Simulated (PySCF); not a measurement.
A structure optimised at PBE0-D3(BJ)/def2-TZVP, used in a PySCF frequency run:

```
Ge
H 1 1.5368
H 1 1.5399 2 108.57
H 1 1.5400 2 108.55 3 115.88
B 1 2.0790 2 113.41 4 122.03
F 5 1.3186 1 120.30 2 -0.37
H 5 1.2017 6 116.54 1 179.98
```
Charge 0, spin multiplicity 1.

Problem. Write its SMILES and formula.

Solution. F[BH][GeH3], BFGeH₄

Problem. What are its rotational constants (standard atomic weights)?

Solution. 34.354, 3.1443, 2.9857 GHz
